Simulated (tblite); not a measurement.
Species: C4H7F3Se.
Numbering: `[CH3:1][Se:2][CH2:3][CH2:4][C:5]([F:6])([F:7])[F:8]` (hydrogens: H9, H10, H11 on C1; H12, H13 on C3; H14, H15 on C4)

Structure used (GFN2-xTB), in Å, numbered top down from 1:
```
atom  x, y, z in Å
C1    -2.5720    0.0582    0.6637
Se2   -1.6190    1.4754   -0.2875
C3     0.0057    0.4572   -0.7324
C4     0.9111    0.2699    0.4766
C5     2.1135   -0.5811    0.1189
F6     1.7602   -1.8087   -0.2958
F7     2.8509   -0.0450   -0.8637
F8     2.9361   -0.7555    1.1646
H9    -2.0481   -0.1956    1.5815
H10   -3.5592    0.4429    0.9031
H11   -2.6592   -0.8102    0.0157
H12   -0.3126   -0.5039   -1.1410
H13    0.5171    1.0251   -1.5110
H14    1.2756    1.2328    0.8402
H15    0.3867   -0.2375    1.2891
```

Calculated harmonic vibrations of the isolated species, GFN2-xTB (tblite), most abundant isotopes, no scaling. This tight-binding method is rough: wavenumbers can miss measured ones by several per cent, in bad cases by 10 to 20. One conformer, not necessarily the lowest.

Harmonic wavenumbers (cm⁻¹): 30.5, 55.1, 87.3, 121.3, 141.6, 176.9, 219.0, 332.3, 349.3, 475.4, 489.4, 558.8, 570.6, 644.5, 742.7, 822.1, 862.3, 880.1, 924.8, 1022.0, 1056.7, 1067.2, 1160.4, 1185.0, 1203.8, 1239.8, 1287.5, 1305.8, 1424.1, 1428.9, 1437.6, 1442.4, 2964.9, 2983.5, 2993.0, 2996.8, 3007.8, 3017.0, 3038.0.

A = 3250, B = 528.5, C = 503.9 MHz; mass 191.967 u (most abundant isotopes); point group C1, symmetry number 1.

Task: Zero-point energy?

Result: ½Σν̃ = 22873 cm⁻¹ = 65.40 kcal/mol.

Task: Give the ideal-gas entropy at 200 K and 1 bar in the rigid-rotor, harmonic-oscillator model (classical rotation).

Result: Translation 39.70, rotation 29.11, vibration 21.59: S = 90.4 cal/(mol K).

Task: And Cp and H(200 K) − H(0)?

Result: Cp = 27.73 cal/(mol K), of which vibrations give 19.78 (their classical limit is 39 R = 77.5); H(200 K) − H(0) = 3.78 kcal/mol without the zero-point energy, 2.19 from vibrations.

Task: Which modes carry the vibrational entropy at 200 K?

Result: 30.5 cm⁻¹: 5.01; 55.1 cm⁻¹: 3.84; 87.3 cm⁻¹: 2.94; 121.3 cm⁻¹: 2.32; 141.6 cm⁻¹: 2.03; 176.9 cm⁻¹: 1.64 cal/(mol K); the other 33 give 3.81 together.

Task: Blend soft modes into free rotors: weight 1/[1 + (100 cm⁻¹/ν̃)⁴] for the oscillator and the rest for a rotor with moment μB/(μ + B), μ = h/(8π²ν), B = 10⁻⁴⁴ kg m². What vibrational entropy results?

Result: 19.34 cal/(mol K) in place of 21.59, which changes −T·S at 200 K by +0.45 kcal/mol.

Task: What must be added to the electronic energy to get the Gibbs energy at 200 K and 1 bar?

Result: ZPE + [H(200 K) − H(0)] − T·S = 65.40 + 3.78 − 18.08 = 51.10 kcal/mol.

Task: How do the functions run with temperature in this model?

Result: 
| T (K) | S (cal/(mol K)) | Cp (cal/(mol K)) | H − H(0) (kcal/mol) | G − H(0) (kcal/mol) | ln q(vib) |
| --- | --- | --- | --- | --- | --- |
| 50 | 62.5 | 14.5 | 0.54 | -2.58 | 0.91 |
| 100 | 74.3 | 19.6 | 1.41 | -6.02 | 2.45 |
| 298.15 | 103.0 | 35.7 | 6.89 | -23.81 | 7.95 |
| 373.15 | 111.6 | 41.5 | 9.79 | -31.86 | 9.84 |
| 500 | 124.9 | 49.6 | 15.59 | -46.87 | 12.88 |
| 750 | 147.3 | 60.5 | 29.48 | -81.00 | 18.43 |
| 1000 | 165.7 | 67.3 | 45.51 | -120.20 | 23.42 |

q(vib) and H(0) count from the zero-point level.

Hindered rotation and anharmonicity are outside this model. Other conformers, if any are populated, would add a mixing term that is left out. The structure is chiral; the term R ln 2 for an equal mix with its mirror image is left out.
